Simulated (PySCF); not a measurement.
Predicted microwave data (PySCF 2.14.0, PBE0-D3(BJ)/def2-SVP geometry optimisation, gas phase) for one isomer of C6H7B:

```
Rotational constants : A = 3725, B = 3511, C = 1808 MHz
Dipole components    : |μa| = 0.00 D, |μb| = 2.25 D, |μc| = 0.00 D
Inertial defect      : 0.00 u·Å²
κ                    : 0.78
```

Task: Which candidate fits, each taken in the one conformer that was computed?
A. `B1C=CC=CC=C1`
B. `[H]B([H])c1ccccc1` (BH2Ph)

Result: A. It is B1C=CC=CC=C1, an asymmetric top, point group C2v. The candidates at the same level (rigid rotor, commonest isotopes):

```csv
SMILES,A (MHz),B (MHz),C (MHz),μa (D),μb (D),μc (D),Δ (u·Å²),point group,rotor
B1C=CC=CC=C1,3725,3511,1808,0.00,2.25,0.00,0.00,C2v,asymmetric top
[H]B([H])c1ccccc1,5545,2662,1799,1.76,0.00,0.00,0.00,C2v,asymmetric top
```

`[H]B([H])c1ccccc1` has A 49 % too high. In the right answer the symmetry axis of this C2v structure is b, so μa and μc vanish by symmetry. No structure here is proved a minimum.
